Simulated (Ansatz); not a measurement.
```yaml
crystal:
  periodic: [false, false, false]
  atoms:
    - {symbol: C, position_ang: [-1.078650, 0.331324, 1.553034]}
    - {symbol: C, position_ang: [0.007212, -0.716716, 0.047050]}
    - {symbol: C, position_ang: [1.439454, 0.222911, -0.528390]}
    - {symbol: Ge, position_ang: [-1.331215, -1.158243, -1.798436]}
    - {symbol: F, position_ang: [-1.850365, 0.797378, -2.385372]}
    - {symbol: H, position_ang: [-1.660394, 1.242713, 0.935937]}
    - {symbol: H, position_ang: [-0.168923, 0.376625, 2.404531]}
    - {symbol: H, position_ang: [-1.941740, -0.556031, 1.790857]}
    - {symbol: H, position_ang: [0.471633, -1.876568, 0.331284]}
    - {symbol: H, position_ang: [2.336615, 0.601223, 0.501027]}
    - {symbol: H, position_ang: [2.352017, -0.354985, -1.536792]}
    - {symbol: H, position_ang: [1.203430, 1.232201, -1.106147]}
basis:
  gaussian: {orbitals: def2-mTZVPP}
magnetization: {spin_polarized: true, initial_magnetization: 2}
hamiltonian: {xc: {name: SVWN5}}
relax: {f_tol: 0.001, max_steps: 3}
output: {forces: true}
```

```sh
$ ansatz run in.yaml --threads 4 --pin off --events-out ev --progress --plain --max-ram 10444MiB
```

It prints (some lines left out):

```
Functional definition: SVWN5
1453 factors; their error is unknown
mean field evaluation 1: about -62296.0716 eV, gradient 6.7e1 eV
mean field evaluation 2: about -62099.1676 eV, gradient 1.7e2 eV
mean field evaluation 4: about -62307.1184 eV, gradient 5.0e1 eV
mean field evaluation 8: about -62320.1582 eV, gradient 1.5e0 eV
mean field evaluation 16: about -62320.1321 eV, gradient 1.3e-2 eV
mean field -62320.13211482 eV, -2290.2226131170 hartree, gradient 2.1e-5 eV, S^2 2.002602; 4 other end points of the search recorded, 0 dependent functions left out
reference -62320.13214965 eV, -2290.2226143968 hartree; 34, 32 occupied and 118, 120 virtual orbitals, 1453 factors
relax step   1: F+E_penalty+E_count = -62320.13211482 eV  Δ(F+E_penalty+E_count) = +0.000e0 eV  max|allowed force component| = 3.341e0 eV/Å  Δτ_max = 0.0000 Å  (96 SCF iters, accepted)
1453 factors; their error is unknown
mean field -62324.30781011 eV, -2290.3760670886 hartree, gradient 2.4e-5 eV, S^2 2.002411; 0 other end points of the search recorded, 0 dependent functions left out
reference -62324.30784504 eV, -2290.3760683721 hartree; 34, 32 occupied and 118, 120 virtual orbitals, 1453 factors
relax step   2: F+E_penalty+E_count = -62324.30781011 eV  Δ(F+E_penalty+E_count) = -4.176e0 eV  max|allowed force component| = 2.466e0 eV/Å  Δτ_max = 0.1947 Å  (42 SCF iters, accepted)
1453 factors; their error is unknown
mean field -62326.46087963 eV, -2290.4551909338 hartree, gradient 2.2e-5 eV, S^2 2.002186; 0 other end points of the search recorded, 0 dependent functions left out
reference -62326.46091478 eV, -2290.4551922257 hartree; 34, 32 occupied and 118, 120 virtual orbitals, 1453 factors
relax step   3: F+E_penalty+E_count = -62326.46087963 eV  Δ(F+E_penalty+E_count) = -2.153e0 eV  max|allowed force component| = 1.745e0 eV/Å  Δτ_max = 0.1948 Å  (40 SCF iters, accepted)
Error: geometry relaxation did not converge after 3 steps: max|allowed force component| = 1.75e0 eV/Å (threshold 1.0e-3). Raise `relax.max_steps` over both its present limit and 3, loosen `relax.f_tol`, or start from a geometry closer to equilibrium. Where this run's directory can be resumed (`checkpoint.write`), a resume goes on for up to `relax.max_steps` more
```

**Question.** Something in this input is off. What?

**Answer.** The relaxation is allowed too few steps for its threshold. The calculation stopped without meeting its thresholds.
